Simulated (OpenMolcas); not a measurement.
C²⁺: effect of the active space

| Item | Value |
| --- | --- |
| Program | OpenMolcas |
| Method | CASSCF or its RAS form |
| Basis | ANO-R3 |
| Scalar Hamiltonian | X2C, finite nucleus |
| Spin-orbit coupling | RASSI with atomic mean-field integrals over the reference wave functions, term energies averaged over their components |

A. 2 electrons in 4 orbitals (2s 2p); 2S+1 = 3 even, 3 roots; 2S+1 = 1 even, 7 roots; 2S+1 = 3 odd, 3 roots; 2S+1 = 1 odd, 3 roots; cost roughly 20 core-seconds
B. 2 electrons in 9 orbitals (RAS2 2s 2p; RAS3 3d, at most 2 electrons); 2S+1 = 3 even, 3 roots; 2S+1 = 1 even, 7 roots; 2S+1 = 3 odd, 3 roots; 2S+1 = 1 odd, 3 roots; cost of the order of 18 core-seconds

Energies in cm-1 above 2s2 1S0, the measured ground level; measured values from Moore, Selected Tables of Atomic Spectra, NSRDS-NBS 3, section 3.

| Level | A | B | Measured |
| --- | --- | --- | --- |
| 2s2 1S0 | 0.0 | 0.0 | 0.0 |
| 2s 2p 3P* 0 | 53023 | 52132 | 52367 |
| 2s 2p 3P* 1 | 53049 | 52158 | 52391 |
| 2s 2p 3P* 2 | 53101 | 52210 | 52447 |
| 2s 2p 1P* 1 | 113319 | 105032 | 102352 |
| 2p2 3P0 | 139426 | 138526 | 137426 |
| 2p2 3P1 | 139452 | 138552 | 137454 |
| 2p2 3P2 | 139503 | 138604 | 137502 |
| 2p2 1D2 | 156425 | 148246 | 145876 |
| 2p2 1S0 | 196374 | 190720 | 182520 |

Deviations, from unrounded energies. A percentage is the sum of absolute deviations over the sum of measured energies, with the sign that they share, or ± where signs differ.

| Against measurement | Levels | A | B |
| --- | --- | --- | --- |
| mean absolute deviation (cm-1) | 9 | 4800 | 1900 |
| other configurations (%) | 9 | +4.3 | ±1.7 |

B lies closest to measurement on these levels. The largest miss of B in the table is 2p2 1S0, by +8200 cm-1. The ranking rests on the paired levels alone, and a cruder setting can come out closer through cancelling errors.

Between A and B the level of the table that moves most is 2s 2p 1P* 1, by 8300 cm-1 (lowest in B, highest in A).

Active for correlation alone: 3d; no level in the range computed is led by a configuration that fills it, so any true level of that kind is missing (holds for B). Computed and measured levels are paired by configuration, term and J; levels that our copy of the source lacks, or whose pairing is in doubt (as where it misses far off the trend of its configuration), stay unpaired and out of the deviations. Only configurations of the active space appear.

* marks odd parity.
